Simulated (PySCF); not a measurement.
## What settings do to a single point of [TaO2Br2]−

The sound run of [TaO2Br2]− (singlet) uses PySCF 2.14.0, RKS PBE, Ta def2-SVP with ECP60, O def2-SVP, Br def2-SVP; non-relativistic Hamiltonian with scalar-relativistic core potentials where named; density fitting; no spin-orbit coupling, grid (50, 194), threshold 1e-8 Eh and 55 cycles, at the relaxed geometry:

```xyz
5

Ta    0.0000    0.0000    0.4552
O     0.9994    0.9994    1.5173
O    -0.9994   -0.9994    1.5173
Br    1.5146   -1.5146   -0.9509
Br   -1.5146    1.5146   -0.9509
```

There Ta1 has a Mulliken charge of 0.59 e and the dipole about the centre of mass is 2.92 D. Each run below changes one thing and starts from free metal ions and neutral atoms unless it says otherwise; with 55 cycles, smearing, a level shift and second-order steps follow where DIIS fails, and their cycles count. Energy shifts count from the sound run.

```tsv
change	outcome	cycles	energy shift (eV)	largest force component (eV/Å)	charge on Ta1 (e)	dipole about the centre of mass (D)
cycle limit 5	not converged	5	–	–	–	–
```

(1) One further run converged with energy shift (eV) -0.15, largest force component (eV/Å) 0.10, charge on Ta1 (e) 0.59, dipole about the centre of mass (D) 2.92. Which change was it?
A. threshold 0.0001
B. start from a density of up to 30 smeared cycles (not counted)
C. grid (40, 110)

(2) And the other changes listed?

Forces carry noise of the integration grid, about 0.01 to 0.03 eV/Å.

Answers

(1) C.

(2) 
```csv
change,outcome,cycles,energy shift (eV),largest force component (eV/Å),charge on Ta1 (e),dipole about the centre of mass (D)
start from a density of up to 30 smeared cycles (not counted),converged,8,0.0000,0.01,0.59,2.92
threshold 0.0001,converged,13,0.0003,0.01,0.58,2.90
```
